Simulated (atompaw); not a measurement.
## Which change was made? (Pb, PAW (atompaw))

```json
{
  "Element": "lead (Pb)",
  "Generator": "atompaw 4.2.0.5",
  "Type": "PAW",
  "Functional": "LDA (PW92)",
  "Relativity": "scalar-relativistic",
  "Frozen core": "[Xe] 4f14",
  "Valence charge": "14",
  "Reference configuration": "5d10 6s2 6p2",
  "Partial waves": "6s (bound): rc 1.95 bohr; 6s channel at 0.25 Ry: rc 1.95 bohr; 6p (bound): rc 2.65 bohr; 6p channel at 3.6 Ry: rc 2.65 bohr; 5d (bound): rc 2.05 bohr; 5d channel at 2.7 Ry: rc 2.65 bohr",
  "Local potential": "vpsmatchnc scheme with l = 3 at -0.5 Ry, radius 2.20 bohr",
  "Core correction": "smooth core density matched at 2.65 bohr",
  "Augmentation charge": "besselshape compensation charge, radius 2.60 bohr; PAW radius 2.65 bohr; waves and projectors: custom rrkj gramschmidtortho"
}
```

Cutoffs, loose and tight: the cutoffs (Ry, on a coarse ladder) from which the occupation-weighted sum of valence levels, in a spherical-Bessel basis at the reference potential, stays within 10 and 1 mRy of its value at 400 Ry. They see the waves, projectors and local potential, not the compensation charge or the core.

The base gives: outcome: generated; cutoff, loose: 30 Ry; cutoff, tight: 45 Ry; bound ghosts: s.

Question: After one change the result is: outcome: generated; cutoff, loose: 18 Ry; cutoff, tight: 30 Ry; bound ghosts: s. Which change was it?
A. all radii scaled by about 0.93 (s 1.82, p 2.46, d 1.90 bohr); local potential vpsmatchnc scheme with l = 3 at -0.5 Ry, radius 2.04 bohr; augmentation besselshape compensation charge, radius 2.42 bohr; PAW radius 2.46 bohr; waves and projectors: custom rrkj gramschmidtortho; core correction smooth core density matched at 2.46 bohr
B. all radii scaled by about 1.12 (s 2.18, p 2.96, d 2.30 bohr); local potential vpsmatchnc scheme with l = 3 at -0.5 Ry, radius 2.46 bohr; augmentation besselshape compensation charge, radius 2.90 bohr; PAW radius 2.96 bohr; waves and projectors: custom rrkj gramschmidtortho; core correction smooth core density matched at 2.96 bohr
C. all radii scaled by about 0.74 (s 1.44, p 1.96, d 1.52 bohr); local potential vpsmatchnc scheme with l = 3 at -0.5 Ry, radius 1.64 bohr; augmentation besselshape compensation charge, radius 1.92 bohr; PAW radius 1.96 bohr; waves and projectors: custom rrkj gramschmidtortho; core correction smooth core density matched at 1.96 bohr
D. all radii scaled by about 1.27 (s 2.48, p 3.36, d 2.60 bohr); local potential vpsmatchnc scheme with l = 3 at -0.5 Ry, radius 2.78 bohr; augmentation besselshape compensation charge, radius 3.30 bohr; PAW radius 3.36 bohr; waves and projectors: custom rrkj gramschmidtortho; core correction smooth core density matched at 3.36 bohr

Answer: D. The others give: all radii scaled by about 1.12 (s 2.18, p 2.96, d 2.30 bohr); local potential vpsmatchnc scheme with l = 3 at -0.5 Ry, radius 2.46 bohr; augmentation besselshape compensation charge, radius 2.90 bohr; PAW radius 2.96 bohr; waves and projectors: custom rrkj gramschmidtortho; core correction smooth core density matched at 2.96 bohr → outcome: generated; cutoff, loose: 21 Ry; cutoff, tight: 35 Ry; bound ghosts: s | all radii scaled by about 0.93 (s 1.82, p 2.46, d 1.90 bohr); local potential vpsmatchnc scheme with l = 3 at -0.5 Ry, radius 2.04 bohr; augmentation besselshape compensation charge, radius 2.42 bohr; PAW radius 2.46 bohr; waves and projectors: custom rrkj gramschmidtortho; core correction smooth core density matched at 2.46 bohr → outcome: generated; cutoff, loose: 40 Ry; cutoff, tight: 50 Ry; bound ghosts: s, p | all radii scaled by about 0.74 (s 1.44, p 1.96, d 1.52 bohr); local potential vpsmatchnc scheme with l = 3 at -0.5 Ry, radius 1.64 bohr; augmentation besselshape compensation charge, radius 1.92 bohr; PAW radius 1.96 bohr; waves and projectors: custom rrkj gramschmidtortho; core correction smooth core density matched at 1.96 bohr → outcome: generated; cutoff, loose: 55 Ry; cutoff, tight: 90 Ry; bound ghosts: s, p.
